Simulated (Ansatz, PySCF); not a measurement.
Si(AsH2)(F)(OH)2 (AsFH4O2Si), SMILES O[Si](O)(F)[AsH2]. Atoms are numbered in the order given.

```xyz
9

O     -0.9334    -1.0153     1.6110
Si    -0.8054    -0.1653     0.2098
O     -1.8231     1.1329     0.3244
F     -1.3064    -1.0662    -1.0510
As     1.3966     0.4191    -0.2416
H     -1.8181    -1.0911     1.9872
H     -2.0369     1.6105    -0.4837
H      1.6451     0.7787     1.2116
H      1.8643    -1.0126    -0.0570
```

The structure is a stationary point at ωB97X-D3(BJ)/def2-SVP. The values are those of a single conformer.

Two levels are set side by side: PBE-D3(BJ)/def2-SVP (Ansatz, a quantum-chemistry and plane-wave program) and ωB97X-D3(BJ)/def2-SVP (PySCF). Each level has its own optimised geometry; the coordinates shown are those of the second. Frequencies come from the Hessian of PySCF at each geometry. Differences are taken from unrounded values.

| quantity | ωB97X-D3(BJ) | PBE-D3(BJ) | PBE-D3(BJ) minus ωB97X-D3(BJ) |
|---|---|---|---|
| mean bond length (Å) | 1.526 | 1.545 | 0.019 |
| bond O1–Si2 (Å) | 1.644 | 1.660 | 0.016 |
| bond Si2–O3 (Å) | 1.654 | 1.670 | 0.017 |
| bond Si2–F4 (Å) | 1.629 | 1.643 | 0.014 |
| bond Si2–As5 (Å) | 2.323 | 2.362 | 0.040 |
| bond O1–H6 (Å) | 0.964 | 0.975 | 0.011 |
| bond O3–H7 (Å) | 0.963 | 0.973 | 0.011 |
| bond As5–H8 (Å) | 1.517 | 1.539 | 0.021 |
| bond As5–H9 (Å) | 1.517 | 1.539 | 0.022 |
| highest harmonic wavenumber (cm⁻¹) | 3938 | 3765 | -173 |
| mean harmonic wavenumber (cm⁻¹) | 1013 | 963 | -50 |
| zero-point energy (kcal/mol) | 30.41 | 28.91 | -1.50 |

Exact exchange shortens and stiffens bonds; PBE has none. Differences between two approximate levels are no errors against the true value.
